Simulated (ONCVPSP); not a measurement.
Ranking ONCV potentials for Ba

All share these settings but for the change named:

* Element: Ba (Z = 56)
* Generator: ONCVPSP 4.0.1
* Type: optimised norm-conserving Vanderbilt (ONCV)
* Functional: PBEsol
* Relativity: scalar-relativistic
* Frozen core: [Kr] 4d10
* Valence charge: 10
* Reference configuration: 5s2 5p6 6s2
* Partial waves: 5s+6s: rc 2.70 bohr, ncon 3, nbas 6, qcut 4.1 1/bohr, 3 projectors, debl 3.4 Ha; 5p: rc 2.50 bohr, ncon 5, nbas 9, qcut 7 1/bohr, 1 projector; d scattering state at 0.44 Ha: rc 2.50 bohr, ncon 3, nbas 7, qcut 4.6 1/bohr, local
* Local potential: the d channel
* Core correction: polynomial model core, fcfact 0.2

In the d channel the program set the typed energies aside and used 0.050 Ha.

Cutoff: the first of the cutoffs (Ha) at which the residual kinetic energy of the hardest occupied pseudo-wave falls to 1 and 0.1 mHa per electron; the density cutoff is not measured.

The base gives 14 Ha.

Of 5 variants that were run, those that failed, showed a ghost or another fault, or gave nearly equal values are left out.

A variant can come out equal or close to the base.

Problem. Rank these variants from softest to hardest (loose cutoff).
A. s: qcut 2.9; p: qcut 4.9; d: qcut 3.2
B. s: qcut 5.4; p: qcut 9.2; d: qcut 6.1
C. s: qcut 3.4; p: qcut 5.9; d: qcut 3.8

Solution. A (9 Ha), C (11 Ha), B (13 Ha).
